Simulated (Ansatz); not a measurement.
System: WH₅ (charge 0, doublet). The spin state was set by rule; other spins were not relaxed. 
Geometry from a B3LYP-D3(BJ)/def2-TZVP (Ansatz, a first-principles code) optimisation:
```
W
H 1 1.6787
H 1 1.6935 2 61.80
H 1 1.6935 2 61.80 3 180.00
H 1 1.7207 2 121.67 4 90.00
H 1 1.7207 2 121.67 4 -90.00
```
Charge 0, spin multiplicity 2.

Basis-set convergence of Hartree-Fock and CCSD(T) correlation energies (hartree) with Ansatz. Correlated levels leave the core frozen unless marked. Open shells are spin-unrestricted. No spin-orbit coupling. The frozen core is the preceding noble-gas configuration, with the filled d and f shells of earlier blocks. In def2 rows, elements after Kr have scalar-relativistic effective core potentials.

```
basis        functions      E(HF)  E(corr, CCSD(T))
-----------  ---------  ---------  ----------------
def2-SVPD           75  -69.14384          -0.25874
def2-TZVPPD        144          …                 …
```

Complete the blanks.


- def2-TZVPPD, E(HF): -69.17069
- def2-TZVPPD, E(corr, CCSD(T)): -0.29409
